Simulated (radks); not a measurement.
Task: Successive ionisation energies (eV) of one element, from differences of total energies of ions in their ground configurations, starting at charge 0: 7.961, 21.934, 35.577, 50.559, 66.636, 83.626, 106.98, 126.41, 146.59, 167.44, 188.90, 273.21, 297.32, 321.36, 353.28, 378.99, 404.53, 473.49, 503.52, 887.38, 950.89, 1015.7. All-electron calculation, scalar-relativistic Kohn-Sham, PBEsol, spin-polarised, spherical densities, finite nucleus; open shells are filled with parallel spins first (spin-orbit coupling, left out, can overturn this in heavy ions); Fermi nuclear charge, rms radius 4.5454 fm. Program: a radial shooting solver on a logarithmic mesh with Libxc functionals. Which element is it?

Result: Silver (Z = 47). The first species listed is Ag in [Kr] 4d10 5s1, the last Ag21+ in [Ar] 3d8.
